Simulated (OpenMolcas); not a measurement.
# Kr5+: effect of the basis set

```
Program             : OpenMolcas 26.06
Method              : MS-RASPT2, IPEA 0.25 Eh, imaginary shift 0.1 Eh (closed shells correlated: 3d)
Active space        : 3 electrons in 9 orbitals (RAS2 4s 4p; RAS3 4d, at most 2 electrons)
State averaging     : 2S+1 = 4 odd, 1 root; 2S+1 = 2 odd, 11 roots; 2S+1 = 4 even, 3 roots; 2S+1 = 2 even, 9 roots
Spin-orbit coupling : state interaction with AMFI integrals over the reference wave functions, term energies averaged over their components
```

A. ANO-RCC-VTZP [6s5p3d1f], DKH2, point nucleus; CASPT2 step of the order of 10 core-seconds
B. ANO-RCC-VQZP [7s6p4d2f1g], DKH2, point nucleus; CASPT2 step roughly 17 core-seconds
C. ANO-R2 [6s5p4d3f1g], X2C, finite nucleus; CASPT2 step about 15 core-seconds
D. ANO-RCC [9s8p6d4f2g], DKH2, point nucleus; CASPT2 step of the order of 30 core-seconds

Energies in cm⁻¹ above 4s² 4p ²P°_1/2, the measured ground level; measured values from Saloman, J. Phys. Chem. Ref. Data 36, 215 (2007).

| Level | A | B | C | D | Measured |
| --- | --- | --- | --- | --- | --- |
| 4s² 4p ²P°_1/2 | 0.0 | 0.0 | 0.0 | 0.0 | 0.0 |
| 4s² 4p ²P°_3/2 | 7350 | 7200 | 7400 | 7280 | 8110 |
| 4s 4p² ⁴P_1/2 | 104490 | 105120 | 106660 | 105920 | 107836 |
| 4s 4p² ⁴P_3/2 | 107470 | 108020 | 109670 | 108860 | 111193 |
| 4s 4p² ⁴P_5/2 | 111430 | 111870 | 113600 | 112730 | 115479 |
| 4s 4p² ²D_3/2 | 140040 | 140030 | 140430 | 140430 | 141672 |
| 4s 4p² ²D_5/2 | 140730 | 140710 | 141190 | 141140 | 142727 |
| 4s 4p² ²S_1/2 | 171130 | 170390 | 169270 | 170160 | 170084 |
| 4s 4p² ²P_1/2 | 182920 | 181640 | 178630 | 180670 | 180339 |
| 4s 4p² ²P_3/2 | 186600 | 185210 | 181770 | 184110 | 183817 |

Deviations, from unrounded energies. A percentage is the sum of absolute deviations over the sum of measured energies, with the sign that they share, or ± where signs differ.

```csv
Against measurement,Levels,A,B,C,D
mean absolute deviation (cm-1),9,2400,1900,1400,1300
fine structure of the ground term (%),1,-9.4,-11.2,-8.8,-10.2
other configurations (%),8,±1.8,±1.4,-1.0,±0.9
```

D lies closest to measurement on these levels and A furthest from it. The largest miss of D in the table is 4s 4p² ⁴P_5/2, by -2700 cm-1. The ranking rests on the paired levels alone, and a cruder setting can come out closer through cancelling errors.

Among A to D the level of the table that moves most is 4s 4p² ²P_3/2, by 4800 cm-1 (lowest in C, highest in A). Moves below CASPT2's spread within the term are not significant.

CASPT2 breaks the degeneracy within a term, and the mean is taken; among the terms shown or strongly mixed into the levels shown the widest spread is 54 cm-1 (4s 4p² ²D, C). Active for correlation alone: 4d; no level in the range computed is led by a configuration that fills it, so any true level of that kind is missing. Computed and measured levels are paired by configuration, term and J; levels that our copy of the source lacks, or whose pairing is in doubt (as where it misses far off the trend of its configuration), stay unpaired and out of the deviations. Levels of configurations outside the active space are missing. The table leaves out levels that lie high or whose names do not pair safely across all columns.

° marks odd parity.
